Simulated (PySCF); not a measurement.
Isomers of C8H6FN3, one GFN2-xTB conformer each. Single-point energies are computed at PBE0/pcSseg-1 (PySCF, gas phase, no added dispersion term), electronic only.

Question: Rank them by PBE0/pcSseg-1 energy, lowest first (kJ/mol).
A. `[F:1][c:2]1[n:3][cH:4][n:5][n:6]1-[c:7]1[cH:8][cH:9][cH:10][cH:11][cH:12]1` with N5–N6–C7–C8 -13°
B. `[F:1][c:2]1[cH:3][cH:4][c:5](-[n:6]2[n:7][cH:8][cH:9][n:10]2)[cH:11][cH:12]1` with C4–C5–N6–N7 180°
C. `[F:1][c:2]1[cH:3][cH:4][cH:5][cH:6][c:7]1-[n:8]1[cH:9][cH:10][n:11][n:12]1` with C6–C7–N8–C9 180°
D. `[F:1][c:2]1[cH:3][cH:4][cH:5][c:6](-[n:7]2[n:8][cH:9][cH:10][n:11]2)[cH:12]1` with C5–C6–N7–N8 180°
E. `[F:1][c:2]1[cH:3][cH:4][cH:5][cH:6][c:7]1-[n:8]1[n:9][cH:10][cH:11][n:12]1` with C6–C7–N8–N9 180°

Answer: A (0.0), D (36.8), B (37.3), E (63.5), C (76.7).

Neighbours under 10 kJ/mol apart (Fc1cccc(-n2nccn2)c1 and Fc1ccc(-n2nccn2)cc1) can change places with a better method, another conformer or zero-point energy. GFN2-xTB itself gives, in the same order: 0.0, 42.2, 41.7, 60.5, 75.5. Both levels put the same isomer lowest; measured from each level's own lowest isomer, the values differ by up to 5.4 kJ/mol (Fc1cccc(-n2nccn2)c1: 42.2 against 36.8).

Question: Which frontier levels, dipoles and rotational constants go with these structures?

Answer: 
| SMILES | HOMO (eV, PBE0/pcSseg-1) | LUMO (eV) | dipole (D) | A, B, C (MHz) |
| --- | --- | --- | --- | --- |
| Fc1ncnn1-c1ccccc1 | -7.23 | -1.16 | 2.61 | 2309, 683.9, 531.2 |
| Fc1cccc(-n2nccn2)c1 | -7.04 | -1.43 | 1.77 | 2471, 595.6, 479.9 |
| Fc1ccc(-n2nccn2)cc1 | -6.84 | -1.27 | 1.72 | 3640, 510.2, 447.5 |
| Fc1ccccc1-n1nccn1 | -6.96 | -1.31 | 1.26 | 2192, 743.9, 555.4 |
| Fc1ccccc1-n1ccnn1 | -7.28 | -1.43 | 3.67 | 2168, 720.5, 540.8 |
